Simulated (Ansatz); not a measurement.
Ansatz results at the PBE0-D4/def2-TZVP geometry: HOMO–LUMO gap (ωB97M-V/def2-TZVPP) 10.43 eV; LUMO energy (PBE/def2-TZVPP) -0.56 eV; ideal-gas entropy at 298 K and 1 bar (rigid rotor, harmonic PBE0-D4/def2-TZVP) 365 J/(mol·K).

Each molecule was computed in one conformer, which needn't be the lowest.

(1) Which molecule gave them?
A. `O[SiH2][GaH][OH]`
B. `N[CH2][SnH2][NH2]`
C. `C=C1[SiH2]N1C`
D. `O=C(S)[NH][GeH3]`

## Answers

(1) B. The others give `O=C(S)[NH][GeH3]`: 11.55, -1.00, 359; `C=C1[SiH2]N1C`: 9.17, -1.30, 336; `O[SiH2][GaH][OH]`: 9.75, -2.37, 352.
